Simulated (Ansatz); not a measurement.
Question: Name a neutral molecule of C, N, S, Si and H with HOMO–LUMO gap (PBE/def2-TZVPP) between 3.95 and 4.25 eV and HOMO–LUMO gap (B3LYP/def2-TZVPP) between 5.80 and 6.10 eV (Ansatz, PBE0-D4/def2-TZVP geometry).

Answer: `[SiH3]/N=C\S` (3.97 eV, 5.84 eV); `C1=N[SiH2]CS1` (4.17 eV, 5.87 eV); `N=C([SiH3])S[SiH3]` (4.20 eV, 5.96 eV). Other molecules can fit too; these were computed, each in one conformer that needn't be the lowest.

B3LYP here is the variant with VWN-RPA as its local correlation; programs differ in this.
